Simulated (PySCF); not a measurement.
# CuHF + HCl → CuHCl + HF

Level: PBE0 in the def2-TZVP basis family, all electrons, no relativity, computed in PySCF with density fitting; open shells unrestricted.

```csv
species,state and structure,E (Eh),ZPE (kJ/mol),H(298 K) − H(0) (kJ/mol),S° (J/(mol K))
CuHF,"doublet, C∞v, Cu–F 1.754 Å, Cu–H 1.483 Å; F–Cu–H 180.0°",-1740.63066,21.6,10.3,238.5
HCl,"singlet, C∞v, H–Cl 1.279 Å",-460.66440,17.9,8.7,186.6
CuHCl,"doublet, Cs, Cu–Cl 2.092 Å, Cu–H 1.490 Å; Cl–Cu–H 136.6°",-2100.92654,15.3,11.9,269.3
HF,"singlet, C∞v, H–F 0.920 Å",-100.39188,24.9,8.7,173.6
```

Task: What is the electronic reaction energy?

Result: At PBE0/def2-TZVP, ΔE = -61.3 kJ/mol from the differences of the total energies times 2625.5, downhill. 

Task: Add zero-point, thermal and entropy terms for 298.15 K and 1 bar.

Result: ΔZPE = 0.7 and Δ[H(298) − H(0)] = 1.6 kJ/mol give ΔH° = -59.0 kJ/mol. ΔS° = 17.8 J/(mol K), so ΔG° = -59.0 − 298.15 × (0.0178) = -64 kJ/mol and log₁₀K = 11.3.

Open d or f shells are single determinants, so the state found may not be the ground state. Only the bonding shown was studied: isomers, or loss of a ligand pair, can lie lower.
